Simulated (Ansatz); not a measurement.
Isolated molecules relaxed with PBE0-D4/def2-TZVP in Ansatz; ΔE leaves out vibrations. CBS: MP2 limit from def2 TZ/QZ plus the TZ coupled-cluster correction, frozen cores. Functionals use def2-TZVPP. B3LYP here is the variant with VWN-RPA as its local correlation; programs differ in this. HSE06 is defined as in plane-wave codes. def2 core potentials past Kr. For I outer-core shells are correlated without core-valence functions, which leaves a few kJ/mol of doubt a bond. One conformer a species, not always the lowest.

Reaction (redistribution): `N[SiH](S)I` + `FB(F)Cl` → `N[SiH](S)Cl` + `FB(F)I`

`N[SiH](S)I`:

Z-matrix (Å, degrees):
```
Si
S 1 2.124
I 1 2.469 2 108.3
N 1 1.697 2 105.4 3 125.2
H 1 1.478 2 115.0 3 -116.5
H 2 1.342 1 94.5 3 26.9
H 4 1.008 1 120.0 2 160.1
H 4 1.008 1 120.4 2 -52.7
```

`FB(F)Cl`:

Cartesian coordinates in Å:
```
F 0.181 -1.252 0.513
B -0.027 -0.028 0.095
F -0.586 0.835 0.907
Cl 0.432 0.445 -1.515
```

`N[SiH](S)Cl`:

Cartesian coordinates in Å:
```
N 0.966 0.236 1.013
Si -0.026 0.230 -0.359
S -0.448 -1.815 -0.746
Cl -1.832 1.227 -0.187
H 1.557 1.025 1.217
H 0.712 -0.274 1.844
H 0.695 0.935 -1.438
H -1.624 -1.564 -1.343
```

`FB(F)I`:

Cartesian coordinates in Å:
```
F -1.112 0.531 0.706
B -0.025 0.008 0.197
F 0.894 -0.462 1.002
I 0.243 -0.077 -1.905
```

| level | ΔE (kcal/mol) |
| --- | --- |
| HSE06-D4 | 4.1 |
| B3LYP | 2.9 |
| CCSD/def2-SVP | 5.9 |
| MP2/def2-TZVPP | 3.3 |

**Question.** What does CCSD(T)/CBS give? (Estimate.)

**Answer.** Ansatz gave: +3.5 kcal/mol. The listed levels differ from it by 0.6, -0.6, 2.4, -0.2 kcal/mol.

Largest T1 diagnostic among the species: 0.012.

At CCSD(T), def2-SVP lies +2.4 kcal/mol from the extrapolated value and def2-TZVPP −0.6 kcal/mol. Leaving LDA and LC-ωPBE aside and taking each functional with its dispersion term where it has one, the values, not all of them listed here, spread over 1.2 kcal/mol, from ωB97X-V to HSE06-D4.

CCSD(T)/CBS has its own doubt, a few kJ/mol and more with outer-core shells, so smaller differences from it don't rank the levels.
